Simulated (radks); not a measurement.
Spherical quantum dot in the effective-mass picture: electrons in a hard-walled sphere of radius 2.83, all in effective atomic units (hartree* = m*/eps^2 hartree, bohr* = eps/m* bohr), one dielectric constant everywhere. Calculated with a radial shooting solver with Libxc functionals: non-relativistic Kohn-Sham, exchange-only LDA, spin-polarised, spherical densities. Levels are named by radial order and angular momentum (1s, 1p, 1d, 2s, ...), and open shells are averaged over m.

N = 30, configuration 1s2 1p6 1d10 1f(up 7, down 5). This is the lowest configuration that the search found. Occupied and some empty levels:

level,occupation,eigenvalue (hartree*),<r> (bohr*)
1s up,1,14.254,1.891
1s down,1,14.284,1.887
1p up,3,14.588,1.975
1p down,3,14.620,1.973
1d up,5,15.156,2.043
1d down,5,15.190,2.042
1f up,7,15.928,2.098
1f down,5,15.963,2.097
2s up,0,16.377,1.263
2s down,0,16.389,1.263
1g up,0,16.889,2.144
1g down,0,16.924,2.143
2p up,0,17.484,1.475
2p down,0,17.501,1.475
2d up,0,18.785,1.612
2d down,0,18.805,1.611

Energy (hartree*): total 261.115, kinetic 74.248, external 0, Hartree 203.70, exchange-correlation -16.830.
